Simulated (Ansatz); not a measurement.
Reaction (atomization): `[C@H]12[C@@H]3[C@@H]4[C@@H]5[C@H]1[Cu]2345` → 5 C• + Cu• + 5 H•

Gas-phase electronic energies from Ansatz, PBE0-D4/def2-TZVP geometries. CCSD(T)/CBS adds triple-zeta CCSD(T) − MP2 to the extrapolated MP2 energy (def2 sets, frozen cores). This one scheme is used for every species, atoms too. Functionals use def2-TZVPP. B3LYP here is the variant with VWN-RPA as its local correlation; programs differ in this. Open shells (•) are unrestricted, without spin–orbit coupling. Spin–orbit coupling would lower the free atoms: a little for C. For Cu outer-core shells are correlated without core-valence functions, so the limit isn't a true one: a few kJ/mol of doubt a bond, and 10 to 20 or more in all where bonds break to atoms. Scalar relativity is left out up to krypton.

`[C@H]12[C@@H]3[C@@H]4[C@@H]5[C@H]1[Cu]2345`:

```xyz
11

C    -1.077   -0.438   -0.367
C    -0.684    0.929   -0.394
C     0.700    0.995   -0.073
C     1.163   -0.331    0.152
C     0.065   -1.217   -0.030
Cu   -0.383    0.141    1.624
H    -2.057   -0.821   -0.608
H    -1.315    1.765   -0.657
H     1.304    1.891   -0.050
H     2.180   -0.619    0.374
H     0.103   -2.295    0.030
```

(1) What is ΔE at CCSD(T)/CBS? (An estimate is asked.)

(2) What do these levels give: PBE, revPBE, PBE0, B3LYP, MP2/def2-TZVPP, CCSD/def2-TZVPP? (Estimate.)

Largest T1 diagnostic among the species: 0.022.

Answers

(1) The calculation gave: +4796.5 kJ/mol.

(2) Ansatz gave: PBE 4929.4, revPBE 4729.2, PBE0 4847.6, B3LYP 4712.2, MP2/def2-TZVPP 4845.0, CCSD/def2-TZVPP 4582.0 kJ/mol.

Leaving LDA and LC-ωPBE aside and taking each functional with its dispersion term where it has one, the values, not all of them listed here, spread over 338.9 kJ/mol, from BHLYP-D4 to PBE-D4. LDA lies +638.8 kJ/mol from PBE without D4, its usual overbinding. In def2-TZVPP, CCSD(T) changes the Hartree–Fock value by +1206.0 kJ/mol (the triples alone add +102.0 kJ/mol) and MP2 by +1367.1 kJ/mol; breaking electron pairs costs correlation energy, which Hartree–Fock lacks. From BLYP to BHLYP (50 % exact exchange), in def2-TZVPP and without D4, ΔE moves by −100.3 kJ/mol: exact exchange takes away binding that semilocal exchange gives to molecules.

For atomizations the MP2-based limit and the directly extrapolated one differ by several kJ/mol either way, and by 10 to 25 for some Ge, Se and Sn compounds, so smaller differences from it don't rank the levels.
